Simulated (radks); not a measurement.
Results of a calculation; reference values are marked as such.
Excited configurations of O: one electron is placed in a higher orbital outside [He] 2s2 2p3. The ground configuration is [He] 2s2 2p4. Code: a radial shooting solver on a logarithmic mesh with Libxc functionals. Model: non-relativistic Kohn-Sham, SCAN, spin-unpolarised, spherical densities, point nucleus; meta-GGA in the generalised Kohn-Sham scheme. Excitation = E - E(ground); binding = E(ion) - E, where the ion is the core of charge +1; n* = 1/sqrt(2 binding) in atomic units, and the quantum defect is n - n*.

| outer orbital | excitation (eV) | binding (eV) | n* | quantum defect | <r> (bohr) |
|---|---|---|---|---|---|
| 3d | 15.271 | 1.416 | 3.099 | -0.099 | 11.00 |
| 4s | 14.924 | 1.764 | 2.778 | 1.222 | 11.69 |
| 4p | 15.378 | 1.309 | 3.224 | 0.776 | 14.69 |
| 4d | 15.825 | 0.862 | 3.974 | 0.026 | 20.91 |
| 5d | 16.115 | 0.573 | 4.875 | 0.125 | 33.92 |
| 5f | 16.126 | 0.561 | 4.925 | 0.075 | 31.80 |

The Delta-SCF ionisation energy is 16.687 eV (NIST Atomic Spectra Database: 13.618 eV, measured). Self-interaction in the functional shifts the binding energies and quantum defects, so they are the method's values and not measured ones. Spin polarisation and multiplet splitting are left out, so open shells lie too high by an amount that depends on their filling.

Beside tabulated values, note that spin-unpolarised runs miss the spin-polarisation part of the exchange energy of open shells.
